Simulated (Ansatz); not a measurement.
Job for Ansatz (an electronic-structure program): U-CAM-B3LYP/def2-TZVPP on Tl, 2S+1 = 2, a spin state set in the input, which need not be the lowest. Elements past Kr take the def2 small-core potentials; no spin–orbit coupling.

Ansatz 0.2 input:
```yaml
crystal:
  periodic: [false, false, false]
  atoms:
    - {symbol: Tl, position_ang: [0.00000000, 0.00000000, 0.00000000]}
basis:
  gaussian:
    orbitals: def2-TZVPP
hamiltonian:
  xc: {name: CAM-B3LYP}
magnetization: {spin_polarized: true, initial_magnetization: 1}
scf: {lower_state_search: full}
```

What total energy does the run end on?

-172.4638 hartree.
